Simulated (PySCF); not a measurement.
# Bond lengths and vibrations by method: AlBCH4

These are calculations, not measurements. They come from PySCF 2.14.0, an open-source quantum chemistry program, on an isolated molecule that a program drew, which may never have been made. The molecule is AlBCH4 (charge 0, singlet), drawn as the SMILES string `B[CH2][Al]`.

The geometry was optimised and harmonic frequencies were computed with HF and MP2, all in the cc-pV(D+d)Z basis, for the commonest isotopes, with a restricted reference for singlets and an unrestricted one otherwise, and a frozen core in MP2. Each result is a local minimum of its method.

Geometry at the HF minimum:
```xyz
7
AlBCH4, angstrom
B    -2.0052   -1.0920    0.8980
C    -0.9649   -0.9934    2.0135
Al   -0.9469   -2.5553    3.3219
H    -1.7566   -1.6585   -0.1373
H    -3.1276   -0.6794    1.0550
H    -1.1127   -0.1685    2.7268
H     0.0852   -1.0247    1.6857
```

Lengths of the bonds as drawn, in Å (atoms numbered as above):
```
bond,HF,MP2
B1-C2,1.529,1.520
C2-Al3,2.038,2.053
B1-H4,1.206,1.213
B1-H5,1.206,1.213
C2-H6,1.100,1.109
C2-H7,1.100,1.109
```

Rotational constants, in GHz:
| constant | HF | MP2 |
|---|---|---|
| A | 32.5 | 30.47 |
| B | 5.305 | 5.487 |
| C | 4.895 | 5.007 |

Harmonic frequencies in cm^-1, each column in rising order, so a row needn't be the same motion in every method:
```
rank,HF,MP2
1,183,162
2,232,216
3,495,474
4,683,660
5,776,752
6,838,773
7,1055,1015
8,1105,1074
9,1155,1075
10,1335,1279
11,1515,1416
12,2633,2586
13,2689,2659
14,3114,?
15,3171,3133
```

**Estimate the missing MP2 frequency from the HF column.**

A single factor s that minimises the squared misfit of MP2 against s times HF over the other rows is sum(HF x MP2) / sum(HF^2) = 0.9758, with an rms misfit of 30 cm^-1. For rank 14 it gives 0.9758 x 3114 = 3039 cm^-1. The calculation gives 3052 cm^-1, 13 cm^-1 above the estimate. The drawn bonds are on average 0.5 % longer in MP2 than in HF.
